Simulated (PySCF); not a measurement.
**[WOCl3]+: from a saddle point downhill**

PySCF 2.14.0, RKS PBE0, W def2-SVP with ECP60, O def2-SVP, Cl def2-SVP; non-relativistic Hamiltonian with scalar-relativistic core potentials where named; density fitting; no spin-orbit coupling. Relaxed within the symmetry of its start, the geometry (C2v) is

```xyz
5

W     0.2139    0.0000    0.0000
O     1.8859    0.0000    0.0000
Cl    0.0734    2.2471    0.0000
Cl   -2.1344    0.0000    0.0000
Cl    0.0734   -2.2471    0.0000
```

and its lowest harmonic modes are -280, -120, 161, 163, 285, 351 cm⁻¹ (negative: unstable). It was moved along the lowest mode and relaxed again, within the group Cs that the move left.

(1) Where does it end, and how much lower?

(2) How do the contacts change?

(3) Is the end a minimum?

State: singlet.

## Answers

(1) In C3v, 4.418 eV lower, after 14 steps:
```xyz
5

W     0.0554    0.0000    0.0782
O     1.2520    0.0000    1.2280
Cl    0.3313    1.8237   -1.1175
Cl   -1.8579    0.0000    1.1604
Cl    0.3313   -1.8237   -1.1175
```

(2) 
```json
{"contact": "W1–O2 (O)", "saddle (Å)": "1.672", "end (Å)": "1.659"}
{"contact": "W1–Cl3 (Cl)", "saddle (Å)": "2.252", "end (Å)": "2.198"}
{"contact": "W1–Cl4 (Cl)", "saddle (Å)": "2.348", "end (Å)": "2.198"}
{"contact": "W1–Cl5 (Cl)", "saddle (Å)": "2.252", "end (Å)": "2.198"}
```


(3) Yes; lowest modes 122, 122, 136, 251, 251, 454 cm⁻¹.
